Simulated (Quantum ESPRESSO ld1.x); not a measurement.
Q: Species: the tin ion Sn+. Configuration: [Kr] 4d10 5s2 5p1. All-electron calculation, Dirac Kohn-Sham, LDA (Slater exchange, Perdew-Zunger correlation), spin-unpolarised, spherical densities, point nucleus; open shells fill j = l - 1/2 first. Program: ld1.x of Quantum ESPRESSO 7.5. Some entries of the table are withheld. Estimate them.

orbital,occ.,eigenvalue (Ry),<r> (bohr)
1s1/2,2,-2129.1840,0.02908
2s1/2,2,-321.8974,(1)
2p1/2,2,-300.8822,(2)
2p3/2,4,-283.9548,(3)
3s1/2,2,-62.5502,0.3397
3p1/2,2,(4),0.3303
3p3/2,4,(5),0.3415
3d3/2,4,-35.7419,0.3127
3d5/2,6,-35.1033,0.3163
4s1/2,2,-10.3955,0.8183
4p1/2,2,-7.5469,0.8652
4p3/2,4,-6.9843,0.8955
4d3/2,4,-2.5263,1.090
4d5/2,6,-2.4491,1.105
5s1/2,2,-1.3262,2.299
5p1/2,1,-0.7969,2.809
5p3/2,0,-0.7535,2.916
6s1/2,0,-0.3078,5.897
5d3/2,0,-0.2281,5.268
5d5/2,0,-0.2259,5.315
6p1/2,0,(6),7.567
6p3/2,0,(7),7.803
4f5/2,0,-0.0689,14.63
4f7/2,0,-0.0689,14.63

A: 
(1) 2s1/2 <r> (bohr): 0.1252
(2) 2p1/2 <r> (bohr): 0.1058
(3) 2p3/2 <r> (bohr): 0.1112
(4) 3p1/2 eigenvalue (Ry): -54.0009
(5) 3p3/2 eigenvalue (Ry): -50.9105
(6) 6p1/2 eigenvalue (Ry): -0.1974
(7) 6p3/2 eigenvalue (Ry): -0.1903
